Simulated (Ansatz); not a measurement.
Ge₃Te₃, relaxed as a singlet with RKS r2SCAN-D4/def2-SVP in Ansatz, starting from the GFN2-xTB geometry. Force threshold 0.02 eV/Å.

In the def2 sets Te takes a core potential; there is no spin–orbit coupling. The restricted singlet is unstable towards broken spin symmetry in Hartree–Fock (as tested in another run); at r2SCAN-D4/def2-SVP this wasn't settled. Another isomer (singlet) lies 0.22 eV lower at PBE0-D4/def2-TZVP; other spin states weren't run for this one.

Start:

```xyz
6

Ge   -0.191   -1.277   -1.154
Ge    0.827    1.428    1.347
Ge    1.131    1.123   -1.142
Te    1.903   -0.864    0.488
Te   -1.398    1.061   -0.050
Te   -2.272   -1.471    0.511
```

```
         step   energy (eV)  largest force component (eV/Å)  SCF passes
            1  -191425.3897                           1.143          21
            2  -191425.5698                           0.497          27
            3  -191425.6375                           0.230          23
            4  -191425.6640                           0.166          22
            5  -191425.7012                           0.239          22
            6  -191425.7468                           0.250          28
            7  -191425.7849                           0.295          27
 8 (rejected)  -191425.7730                           0.217          23
            9  -191425.7949                           0.077          22
           10  -191425.7956                           0.056          24
11 (rejected)  -191425.7866                           0.200          23
           12  -191425.7962                           0.023          21
           13  -191425.7963                           0.005          24
```

Force components are those of the run's own axes.

End:

```
atom   x (Å)   y (Å)   z (Å)
 Ge1   0.079  -1.715  -1.262
 Ge2   1.070   1.589   1.321
 Ge3   0.740   0.962  -1.176
 Te4   1.843  -0.843   0.628
 Te5  -1.544   1.326   0.399
 Te6  -2.188  -1.319   0.090
```

Bonds lost: Ge1–Te5 (atoms count from 1).

No frequencies were taken in this run, so the end may be a saddle point.

Run time 44 s (4 threads of Intel Xeon on a shared host).
